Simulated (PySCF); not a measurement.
AuF: a composite coupled-cluster calculation

State: ¹Σ⁺, singlet, closed shell. De refers to Au (5d10 6s1) + F. RHF-based CCSD(T) in PySCF 2.14 with Au cc-pVTZ-PP with ECP60, F cc-pVTZ and Au cc-pVQZ-PP with ECP60, F cc-pVQZ (frozen core orbitals: 5; scalar-relativistic core potentials). Correlation energies are extrapolated as n⁻³ (n = 3, 4), Hartree–Fock as (n+1)·exp(−9√n). CV is the change on freezing 0 orbitals instead, in Au cc-pwCVTZ-PP with ECP60, F cc-pwCVTZ.

```json
{"Level": "CCSD(T)/TZ", "Re (Å)": "1.9364", "ωe (cm⁻¹)": "551.8", "ωexe (cm⁻¹)": "2.83", "αe (cm⁻¹)": "0.00180", "De (eV)": "2.730"}
{"Level": "CCSD(T)/QZ", "Re (Å)": "1.9355", "ωe (cm⁻¹)": "550.6", "ωexe (cm⁻¹)": "2.79", "αe (cm⁻¹)": "0.00181", "De (eV)": "2.870"}
{"Level": "HF/CBS", "Re (Å)": "1.9728", "ωe (cm⁻¹)": "523.5", "ωexe (cm⁻¹)": "2.40", "αe (cm⁻¹)": "0.00164", "De (eV)": "1.104"}
{"Level": "MP2/CBS", "Re (Å)": "1.9160", "ωe (cm⁻¹)": "573.6", "ωexe (cm⁻¹)": "2.56", "αe (cm⁻¹)": "0.00174", "De (eV)": "3.137"}
{"Level": "CCSD/CBS", "Re (Å)": "1.9346", "ωe (cm⁻¹)": "556.8", "ωexe (cm⁻¹)": "2.58", "αe (cm⁻¹)": "0.00172", "De (eV)": "2.740"}
{"Level": "CCSD(T)/CBS", "Re (Å)": "1.9353", "ωe (cm⁻¹)": "552.9", "ωexe (cm⁻¹)": "2.74", "αe (cm⁻¹)": "0.00178", "De (eV)": "2.942"}
{"Level": "CCSD(T)/CBS+CV", "Re (Å)": "1.9251", "ωe (cm⁻¹)": "563.0", "ωexe (cm⁻¹)": "2.82", "αe (cm⁻¹)": "0.00181", "De (eV)": "2.976"}
```

How much is left between CCSD(T)/QZ and the basis-set limit, and how much do the triples give at the limit?

CCSD(T)/CBS less CCSD(T)/QZ: -0.2 mÅ in Re, +2.3 cm⁻¹ in ωe and +0.072 eV in De. CCSD(T)/CBS less CCSD/CBS: +0.7 mÅ in Re, -3.9 cm⁻¹ in ωe and +0.202 eV in De.

What do the later terms add?

CV: -10.2 mÅ in Re, +10.1 cm⁻¹ in ωe and +0.034 eV in De, each against the row above.

The T1 diagnostic is 0.032, large enough to doubt a single reference. The open-shell atoms are computed with UHF. Spin–orbit coupling, excitations beyond (T) and corrections to the Born–Oppenheimer picture are left out, and spin–orbit coupling matters for open p, d or f shells this heavy.

The whole job (state search and all basis sets along the bond) took about 43 min on 4 threads of Arm Neoverse V1 (shared host), peak memory 8.7 GiB.
